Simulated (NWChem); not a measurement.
System: CH5O2Sc; SMILES [CH3][Sc]([OH])[OH]

Here is an NWChem input.

```
start job
memory heap 200 mb stack 900 mb global 1100 mb
geometry units angstroms noautoz
  Sc    -0.006034    -0.086010     0.000365
  O      1.656479    -0.899907    -0.000053
  H      2.393545    -1.510368    -0.000528
  O     -1.640992    -0.954563    -0.000042
  H     -2.355245    -1.591533    -0.000286
  C     -0.027210     2.121050     0.000794
  H     -1.044073     2.552620     0.002119
  H      0.498602     2.534013    -0.881676
  H      0.501135     2.533705     0.881862
end
basis spherical
  Sc library def2-svp
  O library def2-svp
  H library def2-svp
  C library def2-svp
end
dft
  xc becke97-2
  iterations 150
  mulliken
end
task dft energy
```

Coordinates come from a PBE0/def2-SVP optimisation. Not confirmed as a minimum by frequencies.

Question: What results follow from this input? (B97-2/def2-SVP.) Quantities: energy (Ha); highest occupied level (eV); orbital gap (eV); dipole (D).

Answer: 
- energy (Ha): -952.16
- highest occupied level (eV): -6.08
- orbital gap (eV): 4.85
- dipole (D): 2.75
